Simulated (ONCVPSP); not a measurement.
**Varying the ONCV potential for Hg**

Base potential:

mercury (Hg), optimised norm-conserving Vanderbilt (ONCV), made with ONCVPSP 4.0.1 (LDA (Perdew-Wang 92), scalar-relativistic). Core [Kr] 4d10 4f14, reference 5s2 5p6 5d10 6s1.5 (charge +0.5). Waves: 5s+6s: rc 1.35 bohr, ncon 5, nbas 10, qcut 8.9 1/bohr, 2 projectors; 5p: rc 1.60 bohr, ncon 4, nbas 8, qcut 10.3 1/bohr, 1 projector; 5d: rc 2.00 bohr, ncon 5, nbas 9, qcut 9.1 1/bohr, 2 projectors, debl 1.3 Ha. Local part: polynomial inside 1.15 bohr (lpopt 5, dvloc0 6 Ha). Core correction: Teter function, fcfact 3, rcfact 1.3.

Cutoffs, loose and tight: the cutoffs (Ha) at which the residual kinetic energy of the hardest occupied pseudo-wave falls to 1 and 0.1 mHa per electron. They do not see the model core or the augmentation charge, which bear on the density cutoff. Test errors are all-electron minus pseudo excitation energies from the reference, over the configurations 5s2 5p6 5d10 6s2; 5s2 5p6 5d10 6s1; 5s2 5p6 5d10 6s0; 5s2 5p6 5d10 6s0 6p1. A dash means not determined; rows that change the core or the reference have their own tests.

1 further variants are left out, since the program set their typed debl aside.

```csv
change,outcome,"cutoff, loose","cutoff, tight",bound ghosts,GHOST(+) flags above zero,largest test error (meV)
base,generated,34 Ha,40 Ha,none,none,+86
"local potential polynomial inside 1.15 bohr (lpopt 5, dvloc0 3.5 Ha)",generated,34 Ha,40 Ha,none,s,+150
d: qcut 6,generated,34 Ha,61 Ha,none,none,+86
"core correction Teter function, fcfact 5.25, rcfact 1.45",generated,34 Ha,40 Ha,none,none,+85
d: rc 2.48,generated,34 Ha,40 Ha,none,none,+86
```

(1) What comes out with this change to the base: s: qcut 5.4; p: qcut 6.2; d: qcut 5.5?

(2) What comes out with this change to the base: p: ncon 5, nbas 9?

(3) What comes out with this change to the base: p: nproj 3?

Answers

(1) outcome: generated; cutoff, loose: 150 Ha; cutoff, tight: 171 Ha; bound ghosts: none; GHOST(+) flags above zero: s; largest test error (meV): +156.

(2) outcome: generated; cutoff, loose: 36 Ha; cutoff, tight: 42 Ha; bound ghosts: none; GHOST(+) flags above zero: none; largest test error (meV): +22.

(3) outcome: generated, projector energies reset by the program; cutoff, loose: 34 Ha; cutoff, tight: 40 Ha; bound ghosts: none; GHOST(+) flags above zero: p; largest test error (meV): -9.4.
